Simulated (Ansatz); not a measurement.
`C[CH2][Zn][NH2]` → `[NH2][ZnH]` + `C=C` at 400 K and 1 bar (β-hydride elimination).

Program: Ansatz. Geometries: PBE0-D4/def2-TZVP. ΔE: electronic, gas phase. CBS: MP2 limit from def2 TZ/QZ plus the TZ coupled-cluster correction, frozen cores. This one scheme is used for every species. For Zn outer-core shells are correlated without core-valence functions, which leaves a few kJ/mol of doubt a bond. Scalar relativity is left out up to krypton. Each species was taken in one conformer, which may not be the lowest.

| species | CCSD(T)/CBS energy (Eh) | H − E (kJ/mol) | S (J/(mol·K)) |
| --- | --- | --- | --- |
| `C[CH2][Zn][NH2]` | -1913.40675 | 266.4 | 381.4 |
| `[NH2][ZnH]` | -1834.88092 | 99.5 | 279.2 |
| `C=C` | -78.48111 | 149.4 | 232.7 |

H − E and S are ideal-gas, rigid-rotor, harmonic terms from PBE0-D4/def2-TZVP, for one conformer and one mirror image of each species. 1 Eh = 2625.50 kJ/mol, R = 8.31446 J/(mol·K).

Question: By hand: ΔE, ΔH, ΔS and ΔG.

Answer: ΔE = (-1834.88092) + (-78.48111) − (-1913.40675) = 0.04472 Eh = 117.4 kJ/mol. Δ(H − E) = 99.5 + 149.4 − 266.4 = -17.5, so ΔH = 99.9 kJ/mol. ΔS = 279.2 + 232.7 − 381.4 = 130.5 J/(mol·K). ΔG = 99.9 − 400 × (130.5)/1000 = 47.7 kJ/mol.

Question: By hand: the equilibrium constant, and the temperature at which ΔG would vanish if ΔH and ΔS stayed fixed.

Answer: log₁₀ K = −ΔG/(RT ln 10) = -6.2. ΔG = 0 at ΔH/ΔS = 766 K.

The number of gas molecules changes by +1, which sets the sign of ΔS. A doubt of 5 kJ/mol in ΔE shifts log₁₀ K by 0.7 here. Other conformers and mirror images would add mixing entropy, several J/(mol·K) or more a flexible species. Modes under 60 cm⁻¹, often nearly free rotors, make the harmonic entropy too high. These are equilibria of isolated gas molecules and say nothing of rates. Largest T1 diagnostic: 0.016 (customary marks: 0.02 for closed shells, 0.045 for open ones).
